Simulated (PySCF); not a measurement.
# Two-component Hartree-Fock for Ru⁺ (ruthenium, charge +1)

Start: [Kr] 4d6 5p1; 4d3/2 filled at m_j = +3/2; 4d5/2 filled at m_j = -3/2, -1/2, +1/2, +3/2, +5/2; 5p3/2 filled at m_j = +3/2. Calculated with PySCF 2.14 in x2c-SVPall-2c with one added diffuse shell each of s, p, d type (7s9p7d1f, 76 functions): generalised Hartree-Fock with the X2C-1e Hamiltonian and a Gaussian nucleus; one run each with spin-orbit coupling (SO) switched off, then screened by Boettger's factors. This is a chosen level, not necessarily the ground level.

```csv
spinor shell,electrons,"ε, spin-free (eV)","ε, screened SO (eV)",weight of nominal j (screened SO),"rms radius, screened SO (bohr)"
1s1/2,2,-22244.0,-22242.7,1.000,0.0384
2s1/2,2,-3287.9,-3287.5,1.000,0.158
2p1/2,2,-2940.2,-3030.8,1.000,0.137
2p3/2,4,-2940.2,-2897.8,1.000,0.142
3s1/2,2,-623.69,-623.61,1.000,0.428
3p1/2,2,-506.19,-522.17,1.000,0.425
3p3/2,4,-506.19,-498.69,1.000,0.436
3d3/2,4,-317.16,-320.04,0.978,0.417
3d5/2,6,-317.16,-315.16,0.985,0.420
4s1/2,2,-106.40,-106.40,1.000,1.09
4p1/2,2,-70.871,-76.416,0.715,1.20
4d5/2,5,-23.747,-24.472,0.563,1.66
4d3/2,1,-23.747,-20.395,0.767,1.70
5p3/2,1,-9.873,-9.802,1.000,4.15
```

**Question.** Where does 4p3/2 lie, and what is the 4p spin-orbit splitting (screened SO)?

**Answer.** At -68.199 eV, 8.218 eV above 4p1/2.

| quantity | spin-free | screened SO |
| --- | --- | --- |
| E (hartree) | -4526.84950 | -4527.47046 |
| M_J | 11/2 | 11/2 |
| ⟨J²⟩ | 35.759 | 35.762 |
| ⟨L²⟩ | 12.008 | 12.095 |
| ⟨S²⟩ | 8.751 | 8.714 |

Each row is a mean over spinors that exchange with the open shell spreads, by up to 9.300 eV (4p3/2).

Rows whose weight is well below 1 are mixtures of j = l ± 1/2: exchange outweighs spin-orbit coupling there, and the label is only the starting occupation.

Breit and QED terms are absent; they matter most for the inner s and p1/2 levels.

Densities and radii are taken from the X2C orbitals without a picture-change correction, which distorts them close to the nucleus.

Without spin-orbit coupling the j labels of p, d and f shells carry no meaning; the spin-free column gives the mean over the occupied spinors of each nl shell.
